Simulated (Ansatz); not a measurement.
Consider the substitution at a C–In bond: `C[CH2][InH][NH2]` + `[OH][Ga]([F])[Cl]` → `CC[O][Ga]([F])[Cl]` + `[NH2][InH2]`.

Calculated with Ansatz (gas phase, PBE0-D4/def2-TZVP geometries, no zero-point term in ΔE). CCSD(T)/CBS is the MP2 limit (def2-TZVPP, def2-QZVPP) plus CCSD(T) − MP2 in def2-TZVPP, frozen cores. Functionals use def2-TZVPP. B3LYP here is the variant with VWN-RPA as its local correlation; programs differ in this. HSE06 is defined as in plane-wave codes. Elements past krypton have def2 core potentials. For Ga, In outer-core shells are correlated without core-valence functions, which leaves a few kJ/mol of doubt a bond. Scalar relativity is left out up to krypton. One conformer a species, not always the lowest.

`C[CH2][InH][NH2]`:

Cartesian coordinates in Å:
```
C 0.661 0.369 1.422
C -0.655 0.803 0.789
In -0.990 -0.049 -1.163
N 0.524 -1.238 -1.766
H 1.520 0.660 0.812
H 0.712 -0.716 1.549
H 0.801 0.816 2.412
H -1.504 0.526 1.421
H -0.701 1.891 0.688
H -2.276 0.083 -2.293
H 0.554 -1.726 -2.646
H 1.352 -1.420 -1.224
```

`[OH][Ga]([F])[Cl]`:

Z-matrix (Å, degrees):
```
Ga
O 1 1.761
Cl 1 2.115 2 124.1
F 1 1.733 2 117.4 3 180.0
H 2 0.961 1 113.2 3 0.0
```

`CC[O][Ga]([F])[Cl]`:

```xyz
11

C     1.011   -0.437   -0.910
C     0.798    0.660    0.107
O    -0.019    0.240    1.191
Ga   -1.725   -0.124    0.980
F    -2.484    0.187   -0.561
Cl   -2.908   -0.890    2.543
H     1.700   -0.107   -1.692
H     0.068   -0.709   -1.395
H     1.432   -1.325   -0.434
H     1.753    0.957    0.550
H     0.374    1.547   -0.379
```

`[NH2][InH2]`:

```xyz
6

N     1.038    0.013    0.192
In   -0.936   -0.013   -0.172
H     1.474    0.559    0.915
H     1.718   -0.515   -0.329
H    -1.420   -1.026   -1.465
H    -1.874    0.980    0.860
```

```tsv
level	ΔE (kcal/mol)	difference from CCSD(T)/CBS
LDA (SPW92)	10.1	-4.2
PBE-D4	12.0	-2.3
revPBE-D4	11.6	-2.7
BLYP-D4	10.8	-3.5
r2SCAN-D4	11.5	-2.8
B97M-V	8.7	-5.6
PBE0-D4	11.9	-2.4
B3LYP-D4	10.8	-3.5
r2SCANh-D4	11.6	-2.7
r2SCAN0-D4	11.7	-2.6
HSE06-D4	12.0	-2.3
BHLYP-D4	10.2	-4.1
CAM-B3LYP-D4	9.8	-4.5
ωB97X-V	10.6	-3.7
ωB97M-V	11.7	-2.6
B2PLYP	12.3	-2.0
PBE-QIDH	13.1	-1.2
PBE	12.2	-2.1
revPBE	12.8	-1.5
BLYP	11.3	-3.0
r2SCAN	11.6	-2.7
PBE0	12.1	-2.2
B3LYP	11.1	-3.2
r2SCANh	11.7	-2.6
r2SCAN0	11.7	-2.6
HSE06	12.1	-2.2
BHLYP	10.2	-4.1
LC-ωPBE	11.5	-2.8
HF/def2-SVP	4.5	-9.8
MP2/def2-SVP	9.7	-4.6
CCSD/def2-SVP	7.4	-6.9
HF/def2-TZVPP	8.1	-6.2
MP2/def2-TZVPP	15.7	1.4
SCS-MP2/def2-TZVPP	13.8	-0.5
CCSD/def2-TZVPP	12.5	-1.8
HF/def2-QZVPP	8.2	-6.1
MP2/def2-QZVPP	16.5	2.2
HF/CBS(def2)	8.3	-6.0
MP2/CBS(def2)	17.0	2.7
CCSD/CBS(def2)	13.9	-0.4
CCSD(T)/CBS	14.3	0
```

Largest T1 diagnostic among the species: 0.016.

At CCSD(T), def2-SVP lies −6.9 kcal/mol from the extrapolated value and def2-TZVPP −1.4 kcal/mol. In def2-TZVPP, CCSD(T) changes the Hartree–Fock value by +4.8 kcal/mol (the triples alone add +0.4 kcal/mol) and MP2 by +7.5 kcal/mol. Leaving LDA and LC-ωPBE aside and taking each functional with its dispersion term where it has one, the values spread over 4.4 kcal/mol, from B97M-V to PBE-QIDH. LDA lies −2.1 kcal/mol from PBE without D4.
